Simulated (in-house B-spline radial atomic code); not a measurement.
Configurations of Mo II (Mo+), with energies counted from [Kr] 4d5. Level of theory: Dirac-Hartree-Fock, average of configuration, Fermi nucleus of rms radius 4.4091 fm; calculated with a B-spline radial code for spherical atoms. Energies include first-order Breit, QED and recoil terms.

Occupations are held fixed; configurations that lie above the ionisation limit could autoionise.

```tsv
configuration	E - E(ref) (eV)	highest orbital	its <r> (bohr)
[Kr] 4d4 6p1	9.2369	6p3/2	8.839
[Kr] 4d4 8s1	11.635	8s1/2	19.78
[Ar] 3d10 4s2 4p5 4d5 7s1	49.265	7s1/2	12.75
[Ar] 3d10 4s2 4p5 4d5 6f1	50.962	6f5/2	23.6
[Ar] 3d10 4s2 4p5 4d5 6g1	50.979	6g7/2	21.99
[Ar] 3d10 4s2 4p5 4d5 8g1	51.64	8g7/2	42.99
```

Question: Order these further configurations by energy, lowest first.
A. [Ar] 3d10 4s2 4p5 4d5 8f1
B. [Ar] 3d10 4s2 4p5 4d5 8s1
C. [Ar] 3d10 4s2 4p5 4d5 4f1
D. [Ar] 3d10 4s2 4p5 4d5 7g1
E. [Ar] 3d10 4s2 4p5 4d5 5g1

Answer: C (49.058 eV), E (50.314 eV), B (50.41 eV), D (51.38 eV), A (51.632 eV).

Question: How far above the reference does [Kr] 4d4 6s1 lie?

Answer: 8.0608 eV; its least bound orbital is 6s1/2 with <r> = 7.356 bohr.

Question: How far above the reference does [Kr] 4d4 5f1 lie?

Answer: 11.507 eV; its least bound orbital is 5f5/2 with <r> = 15.48 bohr.
